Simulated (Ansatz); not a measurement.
# What each rung costs, and what it gives

Saddle point of SnH4BrF, closed shell (SnH₃F ([F][SnH3]) + HBr → SnH₃Br ([Br][SnH3]) + HF; bonds formed: Sn1–Br7, F2–H6; bonds broken: Sn1–F2, H6–Br7), PBE0-D4/def2-TZVP structure:

```xyz
7
angstrom
Sn -0.5925 -0.5497 0.0394
F 1.4573 -0.2006 -0.4448
H -0.2760 -2.1684 -0.4065
H -1.6179 0.2041 -1.0721
H -0.8564 -0.4105 1.7028
H 1.3886 0.8726 -0.1835
Br 0.4969 2.2526 0.3647
```

Barriers are electronic and count from the start structure reached by relaxing down the imaginary mode.

Computed with Ansatz 0.2.0 (basis: as named in each row); correlated methods freeze the cores. Filled d shells of the heavier atoms are correlated. Core potentials replace the inner electrons of the atoms past krypton. The def2 sets are not built for correlating such inner shells, so the correlated values are less sure here. B3LYP uses VWN-RPA correlation. Extrapolation: Hartree–Fock as exp(−7.88 √X), correlation as X^−2.97.

Times are rough, for one single point on 4 threads of a shared host (Arm Neoverse V2).

The estimate by CCSD(T) at an estimated basis limit (MP2 extrapolated from triple and quadruple zeta, plus CCSD(T) − MP2 in triple zeta) is 42.8 kJ/mol.

```tsv
method	basis	time (s)	barrier (kJ/mol)	method less estimate
SPW92	def2-SVP	under 1	-7.5	-50.3
PBE-D4	def2-SVP	under 1	16.6	-26.2
SPW92	def2-TZVPP	under 1	3.1	-39.7
PBE0-D4	def2-SVP	1	25.3	-17.5
PBE-D4	def2-TZVPP	1	24.8	-18.1
BLYP-D4	def2-TZVPP	1	38.3	-4.5
B3LYP-D4	def2-TZVPP	2	42.8	-0.1
BHLYP-D4	def2-TZVPP	2	50.5	7.7
PBE0-D4	def2-TZVPP	2	32.2	-10.6
CAM-B3LYP-D4	def2-TZVPP	2	47.6	4.7
r2SCAN-D4	def2-TZVPP	3	29.8	-13.0
r2SCAN0-D4	def2-TZVPP	4	34.4	-8.5
RPA on PBE	def2-TZVPP	4	53.9	11.0
B2PLYP	def2-TZVPP	4	47.5	4.7
PBE-QIDH	def2-TZVPP	4	39.6	-3.2
wB97M-V	def2-SVP	4	31.1	-11.7
CCSD(T)	def2-SVP	4	53.6	10.8
wB97X-V	def2-TZVPP	5	45.9	3.1
B97M-V	def2-TZVPP	6	48.3	5.5
wB97M-V	def2-TZVPP	6	39.9	-3.0
MP2	def2-QZVPP	12	39.2	-3.6
CCSD(T)	def2-TZVPP	83	50.3	7.5
```

All methods are single points on the PBE0-D4 structures; a negative value means that the method puts the saddle structure below the start.

T1 diagnostic: at most 0.012.

Labels in which every atom is bracketed show which atoms are joined, not bond orders.
